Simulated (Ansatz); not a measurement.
Reaction (ligand exchange at the Al–C bond): `C[CH]([AlH2])CCl` + `NCS` → `NC[S][AlH2]` + `CCCCl`

Isolated molecules relaxed with PBE0-D4/def2-TZVP in Ansatz; ΔE leaves out vibrations. CBS: MP2 limit from def2 TZ/QZ plus the TZ coupled-cluster correction, frozen cores. DFT in def2-TZVPP. One conformer a species, not always the lowest.

```tsv
level	ΔE (kJ/mol)
PBE0-D4	-137.4
HF/def2-TZVPP	-145.3
CCSD/def2-TZVPP	-135.9
MP2/def2-QZVPP	-138.2
```

Question: What does CCSD(T)/CBS give? (Estimate.)

Answer: Ansatz gave: -137.2 kJ/mol. The listed levels differ from it by -0.2, -8.1, 1.3, -1.0 kJ/mol.

Largest T1 diagnostic among the species: 0.011.

In def2-TZVPP, CCSD(T) changes the Hartree–Fock value by +9.6 kJ/mol (the triples alone add +0.2 kJ/mol) and MP2 by +7.7 kJ/mol.
